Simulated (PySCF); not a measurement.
An equivalent PySCF input for Ca²⁺ (calcium, charge +2), [Ar], closed-shell 1S, with scalar relativity by spin-free X2C-1e:

```python
from pyscf import gto, scf, dft, mp, cc
import basis_set_exchange as bse
mol = gto.M(atom="Ca 0 0 0", charge=2, spin=0, symmetry="D2h",
            basis=gto.basis.parse(bse.get_basis("x2c-QZVPPall", elements=["Ca"], fmt="nwchem", augment_diffuse=1)),
            nucmod="G")
mf = dft.UKS(mol, xc="PBE0").sfx2c1e()
mf.irrep_nelec = {'Ag': (3, 3), 'B1u': (2, 2), 'B2u': (2, 2), 'B3u': (2, 2)}
mf.kernel()
```

It reaches the same state as the run whose output follows, with an energy that differs only through the grid. The run itself started from symmetry-adapted Hartree-Fock orbitals and held the occupation by maximum overlap, on a logarithmic radial grid, so the iterations belong to that start.

```
SCF conv_tol = 1e-09
number electrons alpha = 9  beta = 9
XC functionals = PBE0
    C. Adamo and V. Barone.,  J. Chem. Phys. 110, 6158 (1999)
    M. Ernzerhof and G. E. Scuseria.,  J. Chem. Phys. 110, 5029 (1999)
cycle= 1 E= -679.625343604308  delta_E= -0.00422  |g|= 0.0112  |ddm|= 0.146
cycle= 2 E= -679.625361804814  delta_E= -1.82e-05  |g|= 0.00421  |ddm|= 0.0189
cycle= 3 E= -679.625364389071  delta_E= -2.58e-06  |g|= 0.000144  |ddm|= 0.00576
cycle= 4 E= -679.625364389801  delta_E= -7.3e-10  |g|= 1.77e-05  |ddm|= 3.14e-05
converged SCF energy = -679.625364389801  <S^2> = -5.3290705e-15  2S+1 = 1
```
